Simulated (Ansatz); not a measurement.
C3H7NSe, SMILES `CC(=N)C[SeH]`, relaxed with RKS PBE-D4/def2-SVP in Ansatz from a rough embedded geometry. The force threshold is 0.03 eV/Å; the program also tests the step.

The species carries charge 0 and has multiplicity 1.

Start:

```xyz
12

C     1.294    0.026   -0.471
C     0.115    0.359    0.297
N    -0.089    1.560    0.641
C    -0.911   -0.706    0.741
Se   -2.550   -0.471   -0.263
H     1.426   -1.046   -0.704
H     1.351    0.609   -1.406
H     2.240    0.309    0.165
H     0.530    2.385    0.420
H    -0.482   -1.700    0.426
H    -1.052   -0.657    1.760
H    -1.871   -0.668   -1.607
```

Q: How much energy does the relaxation release, and in how many steps? (An estimate is asked.)

A: Computed: 79.08 kJ/mol, in 20 steps, 3 of them rejected.

Q: Which bonds change most? (An estimate is asked.)

A: Computed: C4–H11 from 1.031 to 1.105 Å; C1–C2 from 1.446 to 1.512 Å; C1–H8 from 1.175 to 1.111 Å; C4–Se5 from 1.936 to 1.990 Å.

Q: Give the relaxed structure. (An estimate is asked.)

A: Ansatz gave: 
```xyz
12

C     1.139    0.193   -0.671
C     0.138    0.541    0.407
N     0.066    1.655    1.044
C    -0.871   -0.525    0.767
Se   -2.206   -0.862   -0.669
H     0.613   -0.045   -1.620
H     1.844    1.026   -0.855
H     1.721   -0.711   -0.391
H     0.806    2.299    0.707
H    -0.394   -1.495    1.008
H    -1.458   -0.178    1.637
H    -1.398   -1.899   -1.363
```
